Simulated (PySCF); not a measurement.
CuF2, SMILES [F][Cu-][F], charge -1, multiplicity 1. Atoms are numbered in the order given.

```xyz
3

Cu     0.0000     0.0000     0.0000
F      0.0000     0.0000    -1.8163
F      0.0000     0.0000     1.8163
```
Charge -1, spin multiplicity 1.

Geometry: B3LYP-D3(BJ)/def2-TZVPD. The spin state was assumed, not searched.

These are PBE/pcSseg-2 in PySCF values and carry that method's errors.

GIAO shieldings, no solvent; atoms alike by connectivity are averaged. δ = σ(ref) − σ: ¹⁹F against CFCl3 (σ = 132.0 ppm), references at their B3LYP-D3(BJ)/def2-TZVP geometries, non-relativistic.

Computed chemical shifts:
```tsv
nucleus	atoms	count	δ (ppm)
¹⁹F	F2, F3	2	-439.8
```
